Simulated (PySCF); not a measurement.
# Co²⁰⁺ (cobalt, charge +20) across methods

[He] 2s2 2p3, high-spin 4S determinant. Computed with PySCF 2.14 in an even-tempered Gaussian basis (19 s from 4.6 bohr⁻², ratio 2.2; 11 p from 6 bohr⁻², ratio 2.2; 6 d from 26 bohr⁻², ratio 2.4; 5 f from 39 bohr⁻², ratio 2.4; 4 g from 58 bohr⁻², ratio 2.4), with scalar relativity by spin-free X2C-1e.

```
   method  E (hartree)  mean ε 2s α (eV)  mean ε 2s β (eV)  mean ε 2p α (eV)  Σ⟨r²⟩ (bohr²)   ⟨S²⟩
   r2SCAN    -1081.782           -1790.5           -1753.3           -1689.7         0.3016  3.750
BHandHLYP    -1081.844           -1814.9           -1770.2           -1711.3         0.3017  3.750
     PW91    -1081.718           -1780.8           -1751.8           -1683.6         0.3019  3.750
     PBE0    -1081.604           -1797.7           -1760.7           -1697.1         0.3018  3.750
      PBE    -1081.535           -1780.4           -1751.4           -1683.0         0.3020  3.750
      LDA    -1079.161           -1777.2           -1748.7           -1681.6         0.3024  3.750
      UHF  -1081.59181           -1848.5           -1786.4           -1738.3         0.3014  3.750
```
